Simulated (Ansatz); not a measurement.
Basis-set extrapolation for CH3Al2FO2 (PBE0-D4/def2-TZVP geometry, frozen core, the Gaussian-basis code of Ansatz). Multiplicity 1, RHF reference.

```
                      def2-TZVPP   def2-QZVPP
                 HF  -772.852909  -772.881526
    MP2 correlation    -1.044959    -1.130210
CCSD(T) correlation    -1.102486      not run
```

Energies in hartree. Use E(X) = E(∞) + A·exp(−7.88·√X) for Hartree–Fock and E(X) = E(∞) + B·X^(−2.97) for correlation, with X = 3 and 4, and add CCSD(T) minus MP2 of the smaller set to the MP2 limit.

Task: What is the CCSD(T) energy at the basis-set limit?

Result: HF limit: -772.881526 + (-0.028617) × 0.13774 = -772.88547. MP2 limit: -1.130210 + (-0.085251) × 0.74074 = -1.19336. Higher-order term: -1.102486 − (-1.044959) = -0.05753. Total: -774.13636 hartree, 4.92 eV below CCSD(T)/def2-TZVPP.
